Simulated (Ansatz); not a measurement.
Two structures of Si$_{2}$NH$_{9}$O, closed shell, reached by relaxing down either side of one saddle point (PBE0-D4/def2-TZVP). Energies are electronic, without zero-point energy. Program: Ansatz 0.2.0. Basis: def2-TZVPP and def2-QZVPP. Cores are frozen in the correlated methods. Extrapolation: Hartree–Fock as exp(−7.88 √X), correlation as X^−2.97. First:

```
atom    x (Å)    y (Å)    z (Å)
 Si1  -0.7462  -1.0191   0.2573
  N2   0.5685  -0.7551   1.3820
  H3  -1.9689  -0.5186   0.9431
  H4  -0.9795  -2.4640  -0.0461
 Si5  -0.3479   0.1382  -1.7452
  H6   0.8872   1.1418   1.0472
  O7   1.0520   1.9364   0.5083
  H8   1.4853  -1.0544   1.0776
  H9   0.4198  -1.0703   2.3307
 H10  -1.0408  -0.6197  -2.8282
 H11   1.1045   0.1577  -2.0562
 H12  -0.9004   1.5140  -1.7236
 H13   0.4661   2.6130   0.8530
```

Second:

```xyz
13
angstrom
Si -1.2915 -0.0438 0.3207
N 1.6006 -0.4496 0.7509
H -2.7473 0.2536 0.1257
H -1.2212 -1.4066 0.9166
Si -0.1432 0.0334 -1.7125
H 2.4540 -0.2070 0.2639
O -0.7289 1.1014 1.3973
H 1.7528 -1.3302 1.2258
H 1.4217 0.2624 1.4493
H -1.0705 0.3242 -2.8487
H 0.5126 -1.2685 -2.0059
H 0.8790 1.1147 -1.7016
H -1.4182 1.6161 1.8185
```

(1) Which bonds change from the first to the second?

(2) Give the saddle point's structure and its height above each. (Judge from chemistry; the value comes from the calculation.)

The T1 diagnostic stays at or below 0.013.

Results:

(1) Si₂NH₇ ([NH2][SiH2][SiH3]) + H₂O → Si₂H₆O ([OH][SiH2][SiH3]) + NH₃; bonds formed: Si1–O7, N2–H6; bonds broken: Si1–N2, H6–O7.

(2) The calculation gives: 25.80 kcal/mol above the first and 33.91 kcal/mol above the second (CCSD(T) at an estimated basis limit (MP2 extrapolated from triple and quadruple zeta, plus CCSD(T) − MP2 in triple zeta)).
```tsv
atom	x (Å)	y (Å)	z (Å)
Si1	-0.6507	-0.3913	0.3221
N2	0.8855	-0.6887	1.3604
H3	-1.7741	0.1737	1.1175
H4	-1.0869	-1.8472	0.2748
Si5	-0.3018	0.1596	-1.9171
H6	0.9534	0.4988	1.3114
O7	0.3546	1.4245	0.6159
H8	1.6268	-1.1910	0.8870
H9	0.7081	-1.1316	2.2533
H10	-0.9027	-0.8211	-2.8669
H11	1.1697	0.1702	-2.1592
H12	-0.8418	1.5090	-2.2269
H13	-0.1404	2.1349	1.0276
```

The step is the kind of ligand exchange by which a precursor binds to a hydroxyl group, or is hydrolysed, in atomic layer deposition of oxides.

Labels in which every atom is bracketed show which atoms are joined, not bond orders.

For scale, one of the runs: CCSD(T)/def2-TZVPP, 272 basis functions, launched by `ansatz run in.yaml --threads 8 --pin off --events-out ev --progress --plain --max-ram 19148MiB`. The run took 24 s on 8 CPU threads of an Intel Xeon 6975P-C (shared host), with 7.6 GiB of host memory at its peak.
